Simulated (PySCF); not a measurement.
PySCF input:

```python
from pyscf import gto, scf, dft

mol = gto.M(
    atom='''
    Sn    0.09740211   -0.03165400   -0.02386111
    O     1.78791550   -0.58104164   -0.43799501
    F    -0.94730905   -0.26704864    1.55563318
    F    -1.18307202    0.95938567   -1.03374258
    ''',
    basis='def2-tzvpd',
    ecp='def2-tzvp',
    charge=0,
    spin=0,
    verbose=4,
)

mf = scf.RHF(mol).density_fit(auxbasis='def2-universal-jkfit')
mf.conv_tol = 1e-9
mf.max_cycle = 100
mf.max_memory = 1500
mf.kernel()
if not mf.converged:
    mf = mf.newton()
    mf.kernel(mf.make_rdm1())
mf.analyze()
```

Q: What final total energy does it print?

A: -487.19542 Eh (HF/def2-TZVPD).
